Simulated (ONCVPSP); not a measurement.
Reading a pseudo-wave (tellurium)

Columns: radius, all-electron u(r) and pseudo u(r) of the 4p shell (level -115.81 eV) of tellurium in the configuration [Ar] 3d10 4s2 4p6 4d10 5s1 5p5; PBE, scalar-relativistic, ONCV scheme, ONCVPSP 4.0.1.

| r (bohr) | all-electron | pseudo |
| --- | --- | --- |
| 0.072 | 0.4464 | 0.0317 |
| 0.145 | -0.2324 | 0.1247 |
| 0.217 | -0.6900 | 0.2659 |
| 0.290 | -0.5802 | 0.4430 |
| 0.362 | -0.1524 | 0.6317 |
| 0.435 | 0.3470 | 0.8174 |
| 0.507 | 0.7629 | 0.9772 |
| 0.580 | 1.0558 | 1.1014 |
| 0.652 | 1.2170 | 1.1783 |
| 0.725 | 1.2743 | 1.2077 |
| 0.798 | 1.2538 | 1.1915 |
| 0.870 | 1.1835 | 1.1378 |
| 0.942 | 1.0847 | 1.0564 |
| 1.015 | 0.9708 | 0.9561 |
| 1.088 | 0.8540 | 0.8477 |
| 1.160 | 0.7429 | 0.7407 |
| 1.232 | 0.6395 | 0.6390 |
| 1.305 | 0.5448 | 0.5446 |
| 1.378 | 0.4608 | 0.4607 |
| 1.450 | 0.3885 | 0.3884 |
| 1.522 | 0.3261 | 0.3260 |
| 1.595 | 0.2719 | 0.2719 |
| 1.668 | 0.2261 | 0.2260 |
| 1.740 | 0.1879 | 0.1878 |
| 1.812 | 0.1558 | 0.1557 |
| 1.885 | 0.1285 | 0.1285 |

Q: How many radial nodes do the two functions have?

A: The all-electron 4p function has n − l − 1 = 2; the pseudo-wave has 0, since the states of the same l below it are removed with the core.

Q: At about which radius was the pseudo-wave matched?

A: 1.40 bohr. The columns agree to 0.0005 from 1.23 bohr on; several derivatives are matched, so the curves merge somewhat inside the radius.

Q: Where does each function peak?

A: Outermost all-electron maximum near 0.72 bohr, pseudo maximum near 0.72 bohr (to the table’s step).

Q: Is the pseudo-wave norm-conserving?

A: Yes: the ONCV scheme keeps the norm inside the radius equal to the all-electron one, which fixes the energy derivative of the logarithmic derivative at the level.
